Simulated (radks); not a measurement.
Pd XII, configuration [Ar] 3d10 4s2 4p5 (the NIST ground configuration).

Calculated with a radial shooting solver on a logarithmic mesh with Libxc functionals: Dirac Kohn-Sham, PBE, spin-unpolarised, spherical densities, point nucleus; open shells are shared between the two j in proportion to 2j + 1.

Energy parts (hartree):
| part | energy |
|---|---|
| total | -5009.28487 |
| kinetic | 5234.77100 |
| electron-nucleus | -11842.24063 |
| Hartree | 1734.45273 |
| exchange-correlation | -136.26796 |

Orbitals (lengths in bohr, moments of r in powers of bohr):
orbital,occ.,eigenvalue (hartree),<1/r>
1s1/2,2,-896.1643,48.24
2s1/2,2,-138.1602,11.09
2p1/2,2,-128.7793,11.07
2p3/2,4,-122.9200,10.43
3s1/2,2,-31.69948,3.879
3p1/2,2,-28.00208,3.786
3p3/2,4,-26.97013,3.631
3d3/2,4,-20.44790,3.468
3d5/2,6,-20.24054,3.428
4s1/2,2,-10.68424,1.597
4p1/2,1.66667,-9.42857,1.513
4p3/2,3.33333,-9.21209,1.471

The highest occupied level is 4p3/2 at -250.67 eV. The density falls to 0.001 e/bohr^3 at r = 2.08 bohr. Summed over all electrons, <r^2> = 9.454 bohr^2, which gives a Langevin (diamagnetic) susceptibility term of -7.49 x 10^-6 cm^3/mol. For comparison, the ionisation energy in NIST's Atomic Spectra Database is 260 eV (theoretical). In exact Kohn-Sham theory the highest level is minus the ionisation energy, but local and semilocal functionals leave it too shallow, through self-interaction and a potential that decays too fast; potentials with the right tail come closer.

Beside tabulated values, note that spin-unpolarised runs miss the spin-polarisation part of the exchange energy of open shells.
